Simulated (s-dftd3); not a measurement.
CH$_{5}$S (SMILES C[SH2+]), charge +1, singlet, geometry from GFN2-xTB; D3(zero) for tpssh (s-dftd3 1.4.0).

s-dftd3 was given this input:
```
$ s-dftd3 mol.xyz --zero tpssh --json dftd3.json --noedisp --grad

# file mol.xyz
7

C     -0.03747748     1.18530286    -0.11525700
S     -0.02095352    -0.61772925     0.15157957
H      1.25160297    -0.85395482    -0.24996242
H     -1.06827047     1.52354437    -0.03438541
H      0.54627907     1.64404919     0.67989192
H      0.37245221     1.44603148    -1.08584758
H     -0.54194256    -0.98781933    -1.04342765
```

Question: Write the output that s-dftd3 gives for this input, abridged.

Answer: 
```
-----------------------------------
 s i m p l e   D F T - D 3  v1.4.0
-----------------------------------

Zero (Chai-Head-Gordon) damping: tpssh-D3(0)
--------------------
  s6         1.0000
  s8         1.2190
  s9         0.0000
 rs6         1.2230
 rs8         1.0000
 alp        14.0000
--------------------

Dispersion energy:      -1.3191478701588E-03 Eh

Gradient norm:           7.8735086104336E-04 Eh/a0
--------------------------------------------------
     #    Z           dE/dx      dE/dy      dE/dz
--------------------------------------------------
     1    6 C     5.035E-05 -2.827E-04 -6.612E-05
     2   16 S    -1.719E-06  6.181E-04 -1.004E-04
     3    1 H    -1.062E-04  8.461E-06 -2.945E-05
     4    1 H     1.343E-04 -1.168E-04  2.947E-05
     5    1 H    -9.651E-05 -1.340E-04 -7.266E-05
     6    1 H    -7.151E-05 -1.163E-04  1.812E-04
     7    1 H     9.126E-05  2.320E-05  5.790E-05
--------------------------------------------------

Virial:
--------------------------------------------------
      component           x          y          z
--------------------------------------------------
          x      -7.693E-04  7.349E-06 -1.272E-04
          y       7.349E-06 -2.482E-03  2.629E-04
          z      -1.272E-04  2.629E-04 -5.818E-04
--------------------------------------------------

[Info] JSON dump of results written to 'dftd3.json'
```
